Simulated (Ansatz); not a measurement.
C$_{3}$H$_{4}$F$_{4}$O, SMILES `FCOC(F)C(F)F`, 12 atoms. Total charge 0; spin multiplicity 1. All runs use 4 threads of an Arm Neoverse V1 on a shared host. Correlated methods freeze the cores.

Task: Give the basis size and wall time and peak host memory of each of these runs in Ansatz. RKS PBE0-D4/def2-TZVPP energy; RKS PBE0-D4/def2-QZVPP energy; RHF-MP2/def2-QZVPP energy; RKS PBE0-D4/def2-TZVP frequencies; RKS CAM-B3LYP-D4/def2-TZVPP energy; RKS ωB97M-V/def2-TZVPP energy and forces; RHF-MP2/def2-TZVPP energy; direct RPA on PBE orbitals/def2-TZVPP energy; RKS PBE0-D4/def2-TZVP relaxation (8 steps); RKS PBE0-D4/def2-SVP energy; RKS ωB97M-V/def2-QZVPP energy; RKS ωB97M-V/def2-SVP energy. (Estimate.)

Result: Computed: Other jobs shared the machine, so times are rough.

```
                                level                   job  functions  wall time  peak host memory (GiB)
                 RKS PBE0-D4/def2-SVP                energy        132      1.6 s                     0.6
               RKS PBE0-D4/def2-TZVPP                energy        304        5 s                     0.9
                 RKS ωB97M-V/def2-SVP                energy        132        6 s                     0.6
          RKS CAM-B3LYP-D4/def2-TZVPP                energy        304        6 s                       1
                   RHF-MP2/def2-TZVPP                energy        304        7 s                    0.97
direct RPA on PBE orbitals/def2-TZVPP                energy        304       10 s                    0.93
               RKS PBE0-D4/def2-QZVPP                energy        576       15 s                     2.5
               RKS ωB97M-V/def2-TZVPP     energy and forces        304       18 s                     1.2
               RKS ωB97M-V/def2-QZVPP                energy        576       29 s                       3
                   RHF-MP2/def2-QZVPP                energy        576       48 s                     4.8
                RKS PBE0-D4/def2-TZVP  relaxation (8 steps)        272       52 s                    0.86
                RKS PBE0-D4/def2-TZVP           frequencies        272    5.5 min                    0.87
```
